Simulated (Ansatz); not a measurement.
Born–Oppenheimer molecular dynamics of CH₄ClNOSi (9 atoms, charge 0, multiplicity 1). It goes on from the last frame of an earlier run, with new velocities.

All numbers below come from RHF/def2-SVP in Ansatz.

```json
{
 "ensemble": "NVE (velocity Verlet)",
 "time step": "0.5 fs",
 "steps asked": "150",
 "starting velocities drawn for": "300 K",
 "masses": "H 2.014 u",
 "seed": "685753"
}
```

First frame:

```xyz
9
Properties=species:S:1:pos:R:3
N -0.343 -0.847 -1.177
Si 0.577 -0.485 0.219
O 1.286 1.005 0.135
C 0.236 1.087 1.104
Cl -0.745 2.425 0.592
H -0.981 -0.326 -1.766
H -0.159 -1.734 -1.576
H 1.278 -1.478 1.002
H 0.707 1.262 2.105
```

**Question.** How far do the bonds stretch over the last three quarters of this one trajectory? (Pairs bonded in most of those frames.)

**Answer.** 
```json
{"bond": "N1–Si2", "mean (Å)": "1.692", "spread (Å)": "0.034", "shortest": "1.64", "longest": "1.75"}
{"bond": "N1–H6", "mean (Å)": "1.005", "spread (Å)": "0.018", "shortest": "0.98", "longest": "1.03"}
{"bond": "N1–H7", "mean (Å)": "1.005", "spread (Å)": "0.024", "shortest": "0.97", "longest": "1.04"}
{"bond": "Si2–O3", "mean (Å)": "1.666", "spread (Å)": "0.034", "shortest": "1.62", "longest": "1.72"}
{"bond": "Si2–C4", "mean (Å)": "1.811", "spread (Å)": "0.026", "shortest": "1.77", "longest": "1.85"}
{"bond": "Si2–H8", "mean (Å)": "1.474", "spread (Å)": "0.037", "shortest": "1.41", "longest": "1.53"}
{"bond": "O3–C4", "mean (Å)": "1.440", "spread (Å)": "0.038", "shortest": "1.38", "longest": "1.51"}
{"bond": "C4–Cl5", "mean (Å)": "1.801", "spread (Å)": "0.042", "shortest": "1.74", "longest": "1.87"}
{"bond": "C4–H9", "mean (Å)": "1.085", "spread (Å)": "0.027", "shortest": "1.04", "longest": "1.13"}
```

Mean temperature of the second half: 469 K. The conserved energy stayed within 0.11 meV per atom of its start (net change -0.044 meV per atom), so the integration is sound. The kinetic energy rose, since the run started high on the potential surface and went downhill. A run of 0.075 ps of so small a system gives no equilibrium averages.

The run took 8 min on 1 thread of Intel(R) Xeon(R) Platinum 8259CL CPU @ 2.50GHz (Skylake/Cascade Lake), on a shared host, peak memory 0.2 GiB.
